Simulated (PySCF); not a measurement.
**Broadened absorption spectrum of C2H8O2Si3**

Species: C2H8O2Si3.
SMILES: `C#C[Si@@H](O[SiH3])[SiH2]O`

Method: PySCF 2.14.0, density-fitted response routines, TDDFT B3LYP/def2-SVPD, vertical, gas phase, core orbitals frozen in the response. Geometry: GFN2-xTB, one conformer, isolated molecule. Torsions of this conformer, `[CH:1]#[C:2][Si@@H:3]([O:4][SiH3:5])[SiH2:6][OH:7]`: C2–Si3–O4–Si5 43°, C2–Si3–Si6–O7 73°, H–O7–Si6–Si3 59°.

Computed states:

```tsv
state	E (eV)	f
S1	5.11	0.012
S2	5.79	0.0046
S3	5.88	0.0024
S4	6.20	0.017
S5	6.32	0.0084
S6	6.38	0.0061
S7	6.42	0.054
S8	6.53	0.054
```

Each state is given a Gaussian of 0.5 eV full width at half maximum, with ε(max) = 2.175×10⁸ f / Δν̃ (Δν̃ the width in cm⁻¹). The width is an assumption, not a result. The curve ends short of the highest state used, and states not computed would add to its high-energy end.

Question: Give the broadened spectrum and its maxima.

Answer: 
```tsv
λ (nm)	ε (L mol⁻¹ cm⁻¹)
209.1	1102
210.8	871
212.6	694
214.3	571
216.0	476
217.8	397
219.5	338
221.3	292
223.0	265
224.8	255
226.5	265
228.3	295
230.0	339
231.8	399
233.5	462
235.3	529
237.0	586
238.7	632
240.5	664
242.2	675
244.0	667
245.7	641
247.5	598
249.2	546
251.0	482
252.7	419
254.5	353
256.2	293
258.0	236
259.7	188
261.5	145
263.2	112
264.9	84
266.7	62
268.4	45
270.2	32
271.9	23
273.7	15
275.4	11
277.2	7
278.9	5
280.7	3
282.4	2
284.2	1
```

Maxima: 242 nm (5.12 eV), ε about 680, made up of S1 (100%) (ε in L mol⁻¹ cm⁻¹; maxima over ε = 5, shares over 10%). At its high-energy end, 5.93 eV, the curve is still rising (ε about 1100, from S2, S3, S4 and S7).

Question: What would ε be at 5.12 eV, the highest of these maxima, with half the width (0.25 eV)?

Answer: About 1340 L mol⁻¹ cm⁻¹ against 675, a factor of about 1.99; a lone state at its own centre would give exactly 2.

Question: On this curve, what absorbance would a 10⁻³ mol/L sample give at 254 nm over a 1 cm path?

Answer: 254 nm is 4.881 eV, where ε is about 370 L mol⁻¹ cm⁻¹, so A = ε c l ≈ 0.37 (Beer–Lambert, with the gas-phase spectrum and the assumed width).

Question: Coming from long wavelengths, where does ε first pass 100 L mol⁻¹ cm⁻¹?

Answer: At about 264 nm (4.70 eV), 0.41 eV below S1.
